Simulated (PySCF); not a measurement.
A PySCF script (with the pyscf-properties extension) for the NMR shieldings of SMILES O[Si]1(C[SiH3])SC=CS1, C$_{3}$H$_{8}$OS$_{2}$Si$_{2}$, on a GFN2-xTB geometry:

```python
import basis_set_exchange as bse
import numpy as np
from pyscf import gto, dft
from pyscf.prop import nmr

atoms = """
O     0.327852   -0.459484   -1.796866
Si   -0.175219    0.126146   -0.370357
C     1.371741    0.775392    0.483369
Si    2.736067   -0.546210    0.641083
S    -1.769439    1.572070   -0.617471
C    -2.956436    0.720926    0.339153
C    -2.747396   -0.464346    0.902744
S    -1.249028   -1.354731    0.782338
H    -0.257611   -0.827240   -2.458211
H     1.753958    1.616162   -0.091499
H     1.121663    1.161243    1.470619
H     2.224412   -1.688324    1.397397
H     3.157297   -0.965373   -0.692557
H     3.854858    0.068782    1.361170
H    -3.894019    1.241669    0.428941
H    -3.506297   -0.967739    1.476219
"""
names = dict.fromkeys(["O", "Si", "C", "S", "H"], "pcSseg-1")
basis = {el: gto.basis.parse(bse.get_basis(n, elements=[el], fmt="nwchem")) for el, n in names.items()}
mol = gto.M(atom=atoms, basis=basis, charge=0, verbose=0)
mf = dft.RKS(mol, xc="PBE0")
mf.grids.level = 2
mf.grids.alignment = dft.numint.BLKSIZE   # the property module wants whole blocks of grid points
mf.conv_tol = 1e-9
mf.kernel()

calc = nmr.RKS(mf)   # GIAO
C = mf.mo_coeff
Co = C[:, mf.mo_occ > 0]
resp = mf.gen_response(singlet=True, hermi=2)
def vind(x):   # induced exchange potential for any number of trial vectors
    d = np.einsum("pi,xij,qj->xpq", C, 2 * x.reshape(-1, C.shape[1], Co.shape[1]), Co, optimize=True)
    return np.einsum("xpq,pi,qj->xij", resp(d - d.transpose(0, 2, 1)), C, Co, optimize=True).ravel()
mo1, _ = nmr.rhf.solve_mo1(calc, with_cphf=vind)
sigma = calc.kernel(mo1)
for i, s in enumerate(sigma):   # ppm
    print("%2d %-2s %9.2f" % (i, mol.atom_pure_symbol(i), np.trace(s) / 3))
```

**Question.** What does it print?

**Answer.** 
```
 0 O     243.03
 1 Si    308.21
 2 C     184.37
 3 Si    427.20
 4 S     509.95
 5 C      62.00
 6 C      62.20
 7 S     517.27
 8 H      28.94
 9 H      31.09
10 H      31.57
11 H      27.62
12 H      27.59
13 H      27.63
14 H      25.74
15 H      25.76
```

These numbers come from an equivalent density-fitted implementation of the same equations, which agrees with the script to about 0.01 ppm for H and up to a few tenths of a ppm for heavy atoms, so last digits may differ.

**Question.** Turn these shieldings into chemical shifts. Scale: ¹⁷O (σ = 336.08 ppm) against H2O; ²⁹Si (σ = 349.16 ppm), ¹³C (σ = 186.93 ppm), ¹H (σ = 31.72 ppm) vs TMS; CS2 for ³³S (σ = 503.73 ppm) (reference shieldings calculated alike).

**Answer.** Averaging equivalent atoms: O 0: 93.0; Si 1: 40.9; Si 3: -78.0; C 5/6: 124.8; C 2: 2.6; S 4/7: -10; H 14/15: 5.96; H 11/12/13: 4.10; H 8: 2.78; H 9/10: 0.39 ppm. Experimental scales use liquid or dissolved standards, which lie at an offset from isolated H2O (liquid H2O: subtract about 36 ppm).

Size and cost of the density-fitted run: 204 basis functions, 71 s wall time on 1 thread of an Arm Neoverse N1, shared host; peak memory 0.92 GiB.
